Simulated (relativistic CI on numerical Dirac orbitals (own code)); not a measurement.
## Cd4+: M2,3 absorption edge

Computed with this model: Dirac-Coulomb-Breit CI, orbitals from a KLI potential per configuration, model QED, valence Slater integrals scaled by 0.8, multiplet model of core-to-valence dipole absorption; configurations [Kr] 4d8 → [Ne] 3s2 3p5 3d10 4s2 4p6 4d9; 80 K; Lorentzian 1.2 eV and Gaussian 0.4 eV FWHM. Energies are those of the free ion, without screening or charge transfer. The branching ratio is the share of the lower-energy edge in the whole absorption, uncertain by about 0.02 where the edges overlap. S is read from ⟨S²⟩ = S(S + 1).

Field parameters in Wybourne normalisation: D3d B²₀ = −7Dσ, B⁴₀ = −14Dq − 21Dτ, B⁴₃ = −14√(10/7) Dq; D4h B²₀ = −7Ds, B⁴₀ = 21(Dq − Dt), B⁴₄ = 21√(5/14) Dq; Oh B⁴₀ = 21Dq, B⁴₄ = √(5/14) B⁴₀; Td as Oh with Dq negative (B⁴₀ = 21Dq, B⁴₄ = √(5/14) B⁴₀). The field is a parameter set, without covalency.

free ion: ground-state S = 0.99, centroid 615.53 eV, branching ratio 0.964. Peaks (eV, height): 614.2 (100).

Oh, 10Dq = 30300 cm⁻¹: ground-state S = 1.00, centroid 623.95 eV, branching ratio 0.786. Peaks (eV, height): 616.2 (100), 651.5 (31).

D4h, 10Dq = 20200, Ds = 1170, Dt = 430 cm⁻¹: ground-state S = 1.00, centroid 621.88 eV, branching ratio 0.818. Peaks (eV, height): 615.2 (100), 650.8 (23).

Td, 10Dq = -6550 cm⁻¹: ground-state S = 0.99, centroid 616.05 eV, branching ratio 0.956. Peaks (eV, height): 614.5 (100).

Td, 10Dq = -17500 cm⁻¹: ground-state S = 1.00, centroid 616.93 eV, branching ratio 0.945. Peaks (eV, height): 615.0 (100), 650.5 (6).

D3d, 10Dq = 32250, Dσ = -790, Dτ = 100 cm⁻¹: ground-state S = 1.00, centroid 624.25 eV, branching ratio 0.782. Peaks (eV, height): 616.5 (100), 651.8 (31).

The statistical ratio of this edge is 2/3 = 0.667. Values above it arise where the holes sit mainly in the j = l + 1/2 valence subshell or the ground state has high spin; values below it where core-valence Coulomb terms move weight to the upper edge, as in nearly empty shells.

Strongest unbroadened transitions for free ion:

```
Energy (eV)  Relative strength
     614.11              100.0
     614.54               48.7
     615.78                0.1
     649.44                5.6
```
